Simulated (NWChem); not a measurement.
**Basis-set convergence for H4SSi2**

```xyz
7

Si    -0.6113    -0.9542     0.0000
S     -1.2382     1.1038     0.0000
H     -2.5926     0.8929     0.0000
Si     1.7262    -0.3200     0.0000
H      2.0229     1.1600     0.0000
H      2.3855    -0.9373    -1.2112
H      2.3855    -0.9373     1.2112
```
Charge 0, spin multiplicity 1.

All runs are NWChem calculations. Structure: optimised with PBE/def2-SVP, a minimum by its harmonic frequencies. It is one conformer; others weren't searched.

Quantity: LUMO energy at the level PBE.

The Pople sets run with spherical d functions. The structure started from a generated list of species.

| basis | functions | LUMO energy (eV) |
|---|---|---|
| STO-3G | 31 | ? |
| 3-21G | 47 | -3.70 |
| 6-31G* | 62 | -3.53 |
| def2-SVP | 74 | ? |
| def2-SVPD | 107 | -3.60 |
| aug-pcseg-1 | 117 | -3.62 |
| 6-311++G** | 118 | ? |
| def2-TZVP | 135 | -3.56 |
| pcseg-2 | 158 | -3.61 |
| def2-TZVPP | 182 | -3.56 |

Some entries are withheld; supply them.


- STO-3G, LUMO energy (eV): 0.62
- def2-SVP, LUMO energy (eV): -3.50
- 6-311++G**, LUMO energy (eV): -3.64
